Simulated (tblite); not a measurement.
Compound: C7H15P.
Structure used (GFN2-xTB), in Å, numbered top down from 1:
```
atom  x, y, z in Å
C1    -2.2598   -0.6265    0.2726
C2    -0.9686   -0.3203   -0.4763
C3    -0.0289   -1.5243   -0.5142
C4     1.2818   -1.0375   -1.1193
P5     1.6053    0.6725   -0.4387
C6     2.3964    0.1905    1.1682
C7    -0.1791    0.8290    0.1644
C8    -0.7461    2.2039   -0.1679
H9    -2.7847   -1.4533   -0.2013
H10   -2.0456   -0.9022    1.3036
H11   -2.9202    0.2370    0.2778
H12   -1.2127   -0.0393   -1.5073
H13    0.1327   -1.8856    0.5040
H14   -0.4552   -2.3432   -1.0964
H15    1.1895   -0.9517   -2.2052
H16    2.1225   -1.6987   -0.9059
H17    2.3814    1.0492    1.8371
H18    1.8843   -0.6472    1.6376
H19    3.4343   -0.0773    0.9776
H20   -0.1783    0.7021    1.2536
H21   -1.7668    2.3032    0.1982
H22   -0.7462    2.3635   -1.2444
H23   -0.1408    2.9829    0.2921
```

Computed values, GFN2-xTB/tblite, gas phase, harmonic and unscaled. This tight-binding method is rough: wavenumbers can miss measured ones by several per cent, in bad cases by 10 to 20. One conformer, not necessarily the lowest.

Harmonic wavenumbers (cm⁻¹): 50.1, 163.7, 182.9, 190.6, 207.0, 227.9, 247.6, 270.2, 321.7, 352.3, 412.3, 484.7, 505.8, 674.2, 701.2, 729.7, 788.4, 847.2, 872.8, 877.6, 932.6, 959.6, 986.2, 1027.9, 1038.8, 1057.4, 1090.8, 1109.2, 1139.2, 1178.6, 1183.4, 1220.2, 1258.1, 1273.4, 1285.4, 1313.2, 1334.8, 1343.5, 1408.7, 1415.9, 1442.5, 1455.1, 1460.4, 1494.2, 1495.6, 1498.5, 1502.3, 1507.5, 2899.7, 2923.3, 2950.8, 2965.8, 2975.8, 2981.1, 2997.0, 3009.1, 3011.5, 3013.4, 3020.7, 3023.3, 3027.7, 3029.1, 3040.4.

A = 2247, B = 1452, C = 1110 MHz; mass 130.091 u (most abundant isotopes); point group C1, symmetry number 1.

Task: What is the zero-point energy?

Result: ½Σν̃ = 44695 cm⁻¹ = 534.67 kJ/mol.

Task: Give the ideal-gas entropy at 400 K and 1 bar in the rigid-rotor, harmonic-oscillator model (classical rotation).

Result: Translation 175.68, rotation 124.48, vibration 158.11: S = 458.3 J/(mol K).

Task: And Cp and H(400 K) − H(0)?

Result: Cp = 218.05 J/(mol K), of which vibrations give 184.79 (their classical limit is 63 R = 523.8); H(400 K) − H(0) = 48.52 kJ/mol without the zero-point energy, 35.22 from vibrations.

Task: How do the functions run with temperature in this model?

Result: 
| T (K) | S (J/(mol K)) | Cp (J/(mol K)) | H − H(0) (kJ/mol) | G − H(0) (kJ/mol) | ln q(vib) |
| --- | --- | --- | --- | --- | --- |
| 50 | 238.2 | 46.2 | 1.90 | -10.01 | 0.29 |
| 100 | 278.7 | 74.4 | 4.91 | -22.97 | 1.07 |
| 298.15 | 401.9 | 167.6 | 28.86 | -90.97 | 5.77 |
| 373.15 | 443.6 | 205.1 | 42.84 | -122.68 | 7.72 |
| 500 | 511.8 | 262.5 | 72.60 | -183.31 | 11.10 |
| 750 | 635.2 | 345.7 | 149.36 | -327.02 | 17.83 |
| 1000 | 742.8 | 401.6 | 243.22 | -499.57 | 24.32 |

q(vib) and H(0) count from the zero-point level.

Task: What must be added to the electronic energy to get the Gibbs energy at 400 K and 1 bar?

Result: ZPE + [H(400 K) − H(0)] − T·S = 534.67 + 48.52 − 183.31 = 399.88 kJ/mol.

Task: Blend soft modes into free rotors: weight 1/[1 + (100 cm⁻¹/ν̃)⁴] for the oscillator and the rest for a rotor with moment μB/(μ + B), μ = h/(8π²ν), B = 10⁻⁴⁴ kg m². What vibrational entropy results?

Result: 151.54 J/(mol K) in place of 158.11, which changes −T·S at 400 K by +2.63 kJ/mol.

Hindered rotation and anharmonicity are outside this model. Other conformers, if any are populated, would add a mixing term that is left out. The structure is chiral; the term R ln 2 for an equal mix with its mirror image is left out.

On one thread, Arm Neoverse V1 (aarch64) (shared host), this took 0.98 s wall. The figure is for the frequency step alone.
